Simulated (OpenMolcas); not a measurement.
Cr2+, Mo2+, W2+: d⁴ down the group

| Item | Value |
| --- | --- |
| Program | OpenMolcas 26.06 |
| Method | MS-RASPT2, IPEA 0.25 Eh, imaginary shift 0.1 Eh |
| Basis | ANO-RCC-VTZP |
| Scalar Hamiltonian | DKH2, point nucleus |
| Spin-orbit coupling | RASSI with atomic mean-field integrals over the reference wave functions, term energies averaged over their components |

Active space for each ion: 4 electrons in 9 orbitals (RAS2 d s; RAS3 p, at most 2 electrons); closed shells correlated by CASPT2: Cr2+ 3s 3p; Mo2+ 4s 4p; W2+ 5s 5p.

Computed levels in cm-1 above ⁵D₀:

```tsv
Level	Cr2+	Mo2+	W2+
⁵D₁	71.2	251	2520
⁵D₂	210	694	4970
⁵D₃	412	1269	6930
⁵D₄	669	1937	8390
³H₄	17750	13870	15400
³H₅	17900	14490	18700
³H₆	18080	15040	20490
³G₄	21240	17560	22540
³G₅	21410	17990	25350
weight of ⁵D in the lowest level (%)	100	98	64
```

Mixed levels, with the weight of the term that names them: W2+ ⁵D₀ (64 %), W2+ ³H₄ (50 %), W2+ ³H₅ (68 %), W2+ ³G₄ (51 %), W2+ ³G₅ (65 %).

Measured, with the error of the calculation in %. Measured levels: Cr2+ from Sugar and Corliss, J. Phys. Chem. Ref. Data 6, 317 (1977); Mo2+ from Sugar and Musgrove, J. Phys. Chem. Ref. Data 17, 155 (1988); W2+ from NIST levels as listed in McCann et al., Mon. Not. R. Astron. Soc. 538, 537 (2025).

```json
{"Level": "⁵D₁", "Cr2+": "62.2 (+14.4)", "Mo2+": "242 (+3.8)", "W2+": "2256 (+11.7)"}
{"Level": "⁵D₂", "Cr2+": "183 (+14.8)", "Mo2+": "668 (+3.8)", "W2+": "4461 (+11.5)"}
{"Level": "⁵D₃", "Cr2+": "357 (+15.4)", "Mo2+": "1224 (+3.7)", "W2+": "6278 (+10.4)"}
{"Level": "⁵D₄", "Cr2+": "576 (+16.2)", "Mo2+": "1872 (+3.4)", "W2+": "7687 (+9.2)"}
{"Level": "³H₄", "Cr2+": "17274 (+2.7)", "Mo2+": "12680 (+9.4)", "W2+": ""}
{"Level": "³H₅", "Cr2+": "17397 (+2.9)", "Mo2+": "13276 (+9.1)", "W2+": ""}
{"Level": "³H₆", "Cr2+": "17531 (+3.1)", "Mo2+": "13811 (+8.9)", "W2+": ""}
{"Level": "³G₄", "Cr2+": "20853 (+1.9)", "Mo2+": "16283 (+7.8)", "W2+": ""}
{"Level": "³G₅", "Cr2+": "20996 (+2.0)", "Mo2+": "16714 (+7.6)", "W2+": ""}
```

The fine-structure level ⁵D₄ changes by a factor of 12.5 from Cr2+ to W2+.

Without spin-orbit coupling ³H lies 17540, 13450, 12470 cm-1 above ⁵D in that order; the difference to the level ³H₄, of either sign, comes from spin-orbit coupling, which also lowers the zero.

CASPT2 breaks the degeneracy within a term, and the mean is taken; among the terms shown or strongly mixed into the levels shown the widest spread is 670 cm-1 (5d³ 6s ⁵F, W2+). Over all roots computed the reference weight is 0.86 to 0.95 in Cr2+; the roots of lowest weight are the least certain, and an intruder state may touch them. Blocks of more than 70 roots (2S+1 = 3 even, 1 even) ran without multistate coupling. Some high roots are left out of the spin-orbit mixing, which shifts the levels that they would mix with. Terms from blocks run as CI alone lack orbitals of their own. Configurations are named by rounded mean occupations; where the s occupation lies near a half they are strongly mixed, a name can repeat and a true partner stay unpaired (holds for Mo2+; W2+). The CASPT2 spread within a term exceeds the gap to the next term for 5d³ 6s ⁵F and 5d⁴ ³F, so the order of their levels is uncertain, and so are names and mixing where such terms share a J (holds for W2+). Computed and measured levels are paired by configuration, term and J; levels that our copy of the source lacks, or whose pairing is in doubt (as where it misses far off the trend of its configuration), stay unpaired and out of the deviations. Levels of configurations outside the active space are missing.
